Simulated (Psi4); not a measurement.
lithium fluoride (FLi), singlet, geometry from GFN2-xTB (such geometries of metal compounds can be far from the true shape). Base run: Psi4 1.11 with R2SCAN/cc-pVDZ.

Here is a job for Psi4.
```
memory 2 GB

molecule {
0 1
  Li   -0.00000000   -0.00000000   -1.14043347
  F     0.00000000    0.00000000    0.38014449
}

set basis cc-pvdz

energy('r2scan')
print_variables()
```

Variants of this job, named by their change:

```csv
change,ΔE vs base (µEh),SCF cycles,grid points,basis functions,outcome
base,0.0,8,44267,28,converged
e_convergence = 1e-8,0.0,8,44267,28,converged
scf_type = disk_df,0.0,8,44267,28,converged
dft_nuclear_scheme = becke,103,8,44081,28,converged
dft_radial_points = 99,12.6,8,58116,28,converged
scf_type = pk,36.0,8,44267,28,converged
guess = gwh,0.0,9,44267,28,converged
df_basis_scf = cc-pvqz-jkfit,-,-,-,28,input refused
guess = modhuckel,0.0,7,44267,28,converged
basis_guess = true,0.0,6,44267,28,converged
diis_max_vecs = 3,0.0,8,44267,28,converged
cholesky_tolerance = 1e-3 (with scf_type cd),-1560,8,44267,28,converged
scf_type = dfdirj+link,0.0,8,44267,28,converged
```

- df_basis_scf = cc-pvqz-jkfit: ended with `psi4.driver.qcdb.exceptions.BasisSetNotFound: BasisSet::construct: Unable to find a basis set for atom 1 for key JKFIT among:`
